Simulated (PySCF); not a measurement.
# Ionisation energy of Xe by level of theory

Xe [Xe] (1S) → Xe⁺ [Kr] 4d10 5s2 5p5 (2P), as a difference of total energies. Calculation: PySCF 2.14, in x2c-TZVPPall (8s6p4d2f, 60 functions); the spin-free X2C one-electron Hamiltonian (Gaussian nucleus). Correlated levels: valence and next inner shell: [Ar] 3d10 frozen. The calculations carry no spin-orbit coupling.

```
                                method  ionisation energy (eV)
                                   UHF                  11.543
    MP2 (valence and next inner shell)                  12.432
SCS-MP2 (valence and next inner shell)                  12.322
   CCSD (valence and next inner shell)                  12.266
CCSD(T) (valence and next inner shell)                  12.308
```

Question: How much does correlation contribute at CCSD(T) (valence and next inner shell)?

Answer: 12.308 − (11.543) = 0.765 eV, measured against UHF.

Errors of the correlated levels include the incompleteness of this basis and the frozen core.

For comparison: 12.565 eV (measured; NIST levels, between the centres of gravity of the two terms).
